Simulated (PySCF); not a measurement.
CH4ClFOSi2, SMILES O=C([SiH3])[Si@@H](F)Cl. Atoms are numbered in the order given.

```xyz
10

O      2.2918     0.3959     0.2534
C      1.1956    -0.0924     0.0187
Si     0.9787    -2.0362     0.0442
Si    -0.2997     1.0976    -0.2631
F     -0.8242     0.9491    -1.7931
Cl    -1.7888     0.4108     0.9916
H      2.1673    -2.6358    -0.6117
H      0.9135    -2.4495     1.4706
H     -0.2718    -2.4289    -0.6569
H      0.0049     2.5161     0.0046
```
Charge 0, spin multiplicity 1.

The structure is a stationary point at TPSSh-D3(BJ)/def2-SVP. The structure was generated by enumeration; whether it is a known compound was not checked. Other conformers were not sampled.

Computed with B3LYP/pcSseg-1 (PySCF).

GIAO shieldings, no solvent; atoms alike by connectivity are averaged. δ = σ(ref) − σ: ¹⁷O against H2O (σ = 333.8 ppm); ¹³C against TMS (σ = 181.3 ppm); ²⁹Si against TMS (σ = 338.7 ppm); ¹⁹F against CFCl3 (σ = 161.7 ppm); ³⁵Cl against HCl (σ = 933.3 ppm); ¹H against TMS (σ = 31.68 ppm), references at their B3LYP-D3(BJ)/def2-TZVP geometries, non-relativistic (without spin–orbit terms, shifts of atoms bonded to Cl or Br come out too high).

```
nucleus       atoms  count  δ (ppm)
-------  ----------  -----  -------
¹⁷O              O1      1   1143.7
¹³C              C2      1    298.5
²⁹Si            Si4      1    -38.6
²⁹Si            Si3      1    -87.1
¹⁹F              F5      1   -171.2
³⁵Cl            Cl6      1     55.9
¹H              H10      1     4.93
¹H       H7, H8, H9      3     4.33
```
